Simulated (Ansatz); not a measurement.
Abridged output of a molecular run in Ansatz:

```
Functional definition: HF
1683 factors; integrals over basis functions are off by at most 1.0e-3 eV
mean field evaluation 1: about -21068.6249 eV, gradient 3.6e1 eV
mean field evaluation 2: about -21068.8964 eV, gradient 3.7e1 eV
mean field evaluation 4: about -21072.3492 eV, gradient 4.1e0 eV
mean field evaluation 8: about -21072.4204 eV, gradient 1.6e-1 eV
mean field evaluation 16: about -21072.4205 eV, gradient 1.9e-6 eV
mean field -21072.42052099 eV, -774.3971707466 hartree, gradient 1.9e-6 eV, S^2 0.000000; 0 other end points of the search recorded, 0 dependent functions left out
13 core orbitals not correlated: weight in the atoms' cores, before any rotation towards them, 1.000 or more for the frozen orbitals, at most 0.000 for the correlated occupied ones
reference -21072.42052099 eV, -774.3971707466 hartree; 16, 16 occupied and 260, 260 virtual orbitals, 1683 factors
second order -24.05692409 eV of doubles, -0.00000000 eV of singles
cycle   1  -24.84966024 eV  change   -7.9e-1 eV  update   1.1e-1
cycle   2  -25.50678597 eV  change   -6.6e-1 eV  update   3.3e-2
cycle   3  -25.63653234 eV  change   -1.3e-1 eV  update   1.7e-2
cycle   4  -25.62293037 eV  change    1.4e-2 eV  update   4.0e-3
cycle   5  -25.62124085 eV  change    1.7e-3 eV  update   1.7e-3
cycle   6  -25.62173454 eV  change   -4.9e-4 eV  update   5.0e-4
cycle   7  -25.62139195 eV  change    3.4e-4 eV  update   1.8e-4
cycle   8  -25.62130872 eV  change    8.3e-5 eV  update   5.8e-5
cycle   9  -25.62133554 eV  change   -2.7e-5 eV  update   2.5e-5
perturbative correction -0.89775136 eV, -0.0329917539 hartree
Total energy: -21098.93960788 eV, -775.3717292147 hartree
```

Its atoms:

Cartesian coordinates in Å:
```
F -1.269 -0.604 1.682
C -1.674 0.501 0.914
N -0.591 1.211 0.374
Si 0.367 0.586 -0.942
Si 1.579 -1.357 -0.426
H -2.269 1.128 1.582
H -2.302 0.098 0.115
H -0.121 1.801 1.045
H 1.297 1.679 -1.331
H -0.571 0.301 -2.063
H 2.480 -1.713 -1.559
H 0.660 -2.498 -0.174
H 2.414 -1.132 0.785
```

Question: Which basis set was used?
A. def2-TZVPP
B. cc-pV(Q+d)Z
C. def2-SVPD
D. def2-TZVPPD

Answer: A. It gives 289 functions.

Question: Write the keys of the input that set method, charge and spin (a neutral closed shell needs none for the last two).

Answer: 
```yaml
correlation: {method: ccsd_t}
```
